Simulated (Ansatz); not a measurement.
`C[Si](C)(C)C#C/C=C/c1ccc(/C=C/c2ccc(/C=C/c3ccc(/C=C/c4ccc(C#C[Si](C)(C)C)cc4)cc3)cc2)cc1`, relaxed as a singlet with RKS PBE-D4/def2-SVP in Ansatz, starting from the GFN2-xTB geometry. Force threshold 0.03 eV/Å.

Single mean-field runs in def2-SVP are fitted with def2-universal-jkfit.

Start:

Cartesian coordinates in Å:
```
C 8.486 12.154 9.696
Si 8.625 10.371 10.358
C 8.092 10.300 12.187
C 10.408 9.726 10.150
C 7.483 9.281 9.384
C 6.729 8.554 8.773
C 5.842 7.720 8.079
C 6.239 6.850 7.134
C 5.381 5.969 6.374
C 4.031 5.764 6.675
C 3.250 4.942 5.897
C 3.768 4.284 4.774
C 2.879 3.483 3.962
C 3.176 2.909 2.784
C 2.274 2.154 1.945
C 0.952 1.857 2.292
C 0.146 1.131 1.446
C 0.610 0.665 0.209
C -0.280 -0.124 -0.612
C 0.005 -0.664 -1.809
C -0.858 -1.510 -2.600
C -2.166 -1.852 -2.234
C -2.924 -2.704 -3.003
C -2.417 -3.263 -4.183
C -3.149 -4.196 -5.010
C -4.370 -4.697 -4.761
C -5.097 -5.640 -5.584
C -4.546 -6.274 -6.703
C -5.285 -7.162 -7.452
C -6.609 -7.450 -7.108
C -7.365 -8.357 -7.882
C -8.009 -9.136 -8.548
Si -9.028 -10.280 -9.595
C -10.854 -10.060 -9.094
C -8.775 -9.799 -11.422
C -8.459 -12.076 -9.303
C -7.170 -6.827 -5.990
C -6.422 -5.943 -5.246
C -1.119 -2.901 -4.562
C -0.361 -2.050 -3.793
C 1.929 0.972 -0.142
C 2.736 1.695 0.704
C 5.127 4.464 4.493
C 5.911 5.279 5.276
H 8.765 12.207 8.648
H 7.471 12.528 9.785
H 9.135 12.831 10.244
H 7.077 10.664 12.313
H 8.126 9.284 12.568
H 8.739 10.907 12.814
H 11.115 10.316 10.728
H 10.720 9.764 9.111
H 10.495 8.695 10.481
H 4.799 7.824 8.351
H 7.293 6.808 6.884
H 3.588 6.250 7.531
H 2.207 4.803 6.150
H 1.878 3.390 4.362
H 4.174 3.018 2.378
H 0.556 2.192 3.238
H -0.871 0.910 1.739
H -1.256 -0.289 -0.174
H 0.980 -0.493 -2.246
H -2.593 -1.446 -1.330
H -3.927 -2.944 -2.685
H -2.623 -4.506 -5.903
H -4.901 -4.380 -3.873
H -3.524 -6.075 -6.986
H -4.851 -7.645 -8.314
H -11.177 -9.034 -9.242
H -11.507 -10.699 -9.681
H -11.007 -10.304 -8.047
H -7.733 -9.896 -11.714
H -9.361 -10.431 -12.083
H -9.071 -8.769 -11.602
H -9.043 -12.774 -9.897
H -8.566 -12.362 -8.261
H -7.416 -12.207 -9.575
H -8.193 -7.046 -5.719
H -6.865 -5.466 -4.382
H -0.702 -3.306 -5.474
H 0.642 -1.797 -4.106
H 2.328 0.639 -1.088
H 3.752 1.916 0.410
H 5.574 3.954 3.654
H 6.958 5.405 5.034
```

```
step  energy (eV)  largest force component (eV/Å)  SCF passes
   1  -59892.8722                           2.812          23
   2  -59893.5438                           0.397          22
   3  -59893.6142                           0.148          22
   4  -59893.6144                           0.344          21
   5  -59893.6234                           0.076          22
   6  -59893.6257                           0.055          22
   7  -59893.6283                           0.083          21
   8  -59893.6301                           0.052          21
   9  -59893.6317                           0.033          21
  10  -59893.6327                           0.025          21
  11  -59893.6331                           0.021          21
  12  -59893.6336                           0.019          21
  13  -59893.6340                           0.022          20
```

Force components are those of the run's own axes.

End:

```xyz
86

C     8.579   12.179    9.891
Si    8.744   10.424   10.579
C     8.264   10.387   12.407
C    10.511    9.792   10.346
C     7.596    9.322    9.645
C     6.830    8.596    8.995
C     5.934    7.776    8.277
C     6.254    7.120    7.118
C     5.378    6.267    6.327
C     4.026    6.000    6.664
C     3.237    5.177    5.866
C     3.744    4.570    4.684
C     2.867    3.721    3.890
C     3.180    3.087    2.722
C     2.307    2.239    1.923
C     0.971    1.922    2.282
C     0.186    1.104    1.474
C     0.679    0.551    0.262
C    -0.192   -0.298   -0.538
C     0.117   -0.902   -1.724
C    -0.748   -1.758   -2.523
C    -2.081   -2.094   -2.157
C    -2.864   -2.923   -2.951
C    -2.368   -3.472   -4.165
C    -3.142   -4.354   -5.026
C    -4.420   -4.789   -4.822
C    -5.186   -5.685   -5.681
C    -4.682   -6.232   -6.890
C    -5.447   -7.095   -7.669
C    -6.765   -7.459   -7.276
C    -7.540   -8.354   -8.066
C    -8.207   -9.144   -8.744
Si   -9.192  -10.347   -9.741
C   -11.009  -10.193   -9.243
C    -8.969   -9.938  -11.573
C    -8.552  -12.088   -9.373
C    -7.279   -6.910   -6.074
C    -6.504   -6.046   -5.301
C    -1.041   -3.135   -4.532
C    -0.255   -2.303   -3.735
C     2.015    0.867   -0.096
C     2.801    1.683    0.712
C     5.098    4.836    4.349
C     5.887    5.660    5.148
H     8.837   12.207    8.812
H     7.541   12.553   10.003
H     9.257   12.875   10.427
H     7.220   10.733   12.550
H     8.342    9.359   12.817
H     8.930   11.047   13.001
H    11.233   10.437   10.888
H    10.792    9.788    9.273
H    10.616    8.757   10.730
H     4.917    7.673    8.700
H     7.280    7.246    6.731
H     3.586    6.449    7.568
H     2.190    4.986    6.150
H     1.849    3.601    4.298
H     4.197    3.214    2.311
H     0.544    2.323    3.213
H    -0.849    0.876    1.777
H    -1.201   -0.451   -0.116
H     1.124   -0.744   -2.147
H    -2.507   -1.692   -1.225
H    -3.889   -3.156   -2.626
H    -2.608   -4.697   -5.929
H    -4.955   -4.449   -3.919
H    -3.665   -5.977   -7.225
H    -5.038   -7.511   -8.601
H   -11.389   -9.169   -9.438
H   -11.635  -10.907   -9.817
H   -11.144  -10.407   -8.163
H    -7.901  -10.002  -11.867
H    -9.542  -10.648  -12.205
H    -9.324   -8.912  -11.798
H    -9.120  -12.845   -9.954
H    -8.656  -12.329   -8.296
H    -7.480  -12.180   -9.641
H    -8.297   -7.178   -5.757
H    -6.919   -5.633   -4.368
H    -0.627   -3.544   -5.467
H     0.773   -2.061   -4.048
H     2.445    0.463   -1.025
H     3.836    1.910    0.410
H     5.539    4.387    3.447
H     6.935    5.849    4.864
```

By distances, no bond broke or formed. The bond that changes most is C5–C6, from 1.21 to 1.24 Å (atoms count from 1).

The force fell under the threshold at step 10, but the optimiser went on. No frequencies were taken in this run, so the end may be a saddle point.

Hardware: 4 threads of AMD EPYC 7R13 on a shared host and a share (37 GiB) of an NVIDIA H100 80GB HBM3. Wall time 84 s, peak host memory 1.3 GiB.
